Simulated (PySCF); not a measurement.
How methods differ on the ionisation energy of Ne⁺

Ne⁺ [He] 2s2 2p5 (2P) → Ne²⁺ [He] 2s2 2p4 (3P), as a difference of total energies. All numbers are calculated (PySCF 2.14, no relativity, point nucleus, in def2-SVP (3s2p1d, 14 functions)). Correlated levels: valence: 1s2 frozen. The calculations carry no spin-orbit coupling.

| method | ionisation energy (eV) | error (eV) |
| --- | --- | --- |
| UHF | 39.547 | -1.416 |
| r2SCAN | 41.372 | +0.409 |
| PBE0 | 41.257 | +0.294 |
| MP2 (valence) | 40.658 | -0.305 |
| SCS-MP2 (valence) | 40.604 | -0.359 |
| CCSD (valence) | 40.600 | -0.363 |
| CCSD(T) (valence) | 40.611 | -0.352 |

Reference: 40.963 eV (measured; NIST Atomic Spectra Database, ionization energies).

Errors of the correlated levels include the incompleteness of this basis and the frozen core.
